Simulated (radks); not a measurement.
Values are calculated unless marked as measured or tabulated.
All-electron atom: Ar4+ in [Ne] 3s2 3p2.

Level of theory: scalar-relativistic Kohn-Sham, LDA (Slater exchange, Perdew-Wang correlation), spin-polarised, spherical densities, point nucleus; open shells are filled with parallel spins first (a radial shooting solver on a logarithmic mesh with Libxc functionals).

Energy parts (eV):
part                      energy
total                 -14218.667
kinetic                14287.079
electron-nucleus      -33045.474
Hartree                 5286.543
exchange-correlation    -746.815

Orbitals (lengths in bohr, moments of r in powers of bohr):
[
 {"orbital": "1s up", "occ.": "1", "eigenvalue (eV)": "-3181.345", "<1/r>": "17.65"},
 {"orbital": "1s down", "occ.": "1", "eigenvalue (eV)": "-3180.718", "<1/r>": "17.65"},
 {"orbital": "2s up", "occ.": "1", "eigenvalue (eV)": "-364.0366", "<1/r>": "3.552"},
 {"orbital": "2s down", "occ.": "1", "eigenvalue (eV)": "-363.3568", "<1/r>": "3.553"},
 {"orbital": "2p up", "occ.": "3", "eigenvalue (eV)": "-298.3844", "<1/r>": "3.462"},
 {"orbital": "2p down", "occ.": "3", "eigenvalue (eV)": "-297.5497", "<1/r>": "3.463"},
 {"orbital": "3s up", "occ.": "1", "eigenvalue (eV)": "-82.8705", "<1/r>": "1.118"},
 {"orbital": "3s down", "occ.": "1", "eigenvalue (eV)": "-79.6564", "<1/r>": "1.113"},
 {"orbital": "3p up", "occ.": "2", "eigenvalue (eV)": "-66.8753", "<1/r>": "1.027"},
 {"orbital": "3p down", "occ.": "0", "eigenvalue (eV)": "-63.7865", "<1/r>": "1.017"}
]

The highest occupied level is 3p up at -66.875 eV. The density falls to 0.001 e/bohr^3 at r = 2.77 bohr. For comparison, the ionisation energy in NIST's Atomic Spectra Database is 74.8 eV (semi-empirical). In exact Kohn-Sham theory the highest level is minus the ionisation energy, but local and semilocal functionals leave it too shallow, through self-interaction and a potential that decays too fast; potentials with the right tail come closer.
